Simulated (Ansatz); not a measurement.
ditellurium (Te₂), triplet, at a GFN2-xTB geometry (all electrons, no relativity). Base run: Ansatz (an electronic-structure program) with R2SCAN/3-21G.

Input for Ansatz:
Ansatz 0.2 input:
```yaml
crystal:
  periodic: [false, false, false]
  atoms:
    - {symbol: Te, position_ang: [-0.00000000, -0.00000000, -1.30099916]}
    - {symbol: Te, position_ang: [0.00000000, 0.00000000, 1.30099916]}
basis:
  gaussian:
    orbitals: 3-21G.json
hamiltonian:
  xc: r2scan
magnetization: {spin_polarized: true, initial_magnetization: 2}
```
The basis file holds 3-21G in the JSON format of the Basis Set Exchange.

Each row names what was changed in the base input (with any setting that the change needs).

```tsv
change	E (Eh)	<S^2>
base	-13171.47556	2.002
functional = hf	-13166.40529	2.009
functional = lc_wpbe	-13170.36731	2.005
functional = pbe; dispersion = d3bjatm	-13170.56440	2.000
functional = cam_b3lyp	-13172.18046	2.003
functional = pbe; dispersion = d3bj	-13170.56440	2.000
functional = blyp; dispersion = d3bjatm	-13171.74975	2.001
functional = blyp	-13171.74475	2.001
functional = BHLYP	-13171.70710	2.005
functional = B97M-V	-13169.89581	2.002
functional = wB97X	-13171.85891	2.006
functional = b3lyp5	-13171.33283	2.002
functional = revpbe	-13170.99633	2.001
```

Absolute energies of different levels of theory aren't comparable as measures of quality.
